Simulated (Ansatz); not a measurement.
`C[Si](O)(F)Cl` + `[OH][AlH2]` → `C[Si](F)(Cl)[O][AlH2]` + H₂O  (ligand exchange at the Si–O bond)

Calculated with Ansatz (gas phase, PBE0-D4/def2-TZVP geometries, no zero-point term in ΔE). CBS: MP2 limit from def2 TZ/QZ plus the TZ coupled-cluster correction, frozen cores. This one scheme is used for every species. DFT in def2-TZVPP. B3LYP here is the variant with VWN-RPA as its local correlation; programs differ in this. Each species was taken in one conformer, which may not be the lowest.

| level | ΔE (kcal/mol) | difference from CCSD(T)/CBS |
| --- | --- | --- |
| PBE-D4 | -4.4 | 2.2 |
| r2SCAN-D4 | -5.0 | 1.6 |
| PBE0-D4 | -5.5 | 1.1 |
| B3LYP-D4 | -6.0 | 0.6 |
| ωB97X-V | -5.3 | 1.3 |
| ωB97M-V | -5.3 | 1.3 |
| B2PLYP | -5.1 | 1.5 |
| PBE | -3.5 | 3.1 |
| r2SCAN | -4.7 | 1.9 |
| PBE0 | -4.6 | 2.0 |
| B3LYP | -4.5 | 2.1 |
| HF/def2-TZVPP | -6.9 | -0.3 |
| MP2/def2-TZVPP | -6.0 | 0.6 |
| SCS-MP2/def2-TZVPP | -6.1 | 0.5 |
| CCSD/def2-TZVPP | -6.3 | 0.3 |
| CCSD(T)/def2-TZVPP | -6.2 | 0.4 |
| HF/def2-QZVPP | -7.3 | -0.7 |
| MP2/def2-QZVPP | -6.4 | 0.2 |
| SCS-MP2/def2-QZVPP | -6.5 | 0.1 |
| HF/CBS(def2) | -7.3 | -0.7 |
| MP2/CBS(def2) | -6.5 | 0.1 |
| CCSD/CBS(def2) | -6.8 | -0.2 |
| CCSD(T)/CBS | -6.6 | 0 |

Largest T1 diagnostic among the species: 0.012.

The D4 term adds −1.5 kcal/mol with B3LYP and −0.9 kcal/mol with PBE0; it sums over pairs of atoms, weighted by their polarisabilities, and B3LYP, whose exchange is more repulsive, gets the larger term. In def2-TZVPP, CCSD(T) changes the Hartree–Fock value by +0.7 kcal/mol (the triples alone add +0.2 kcal/mol) and MP2 by +0.9 kcal/mol. From PBE to PBE0 (25 % exact exchange), in def2-TZVPP and without D4, ΔE moves by −1.1 kcal/mol.
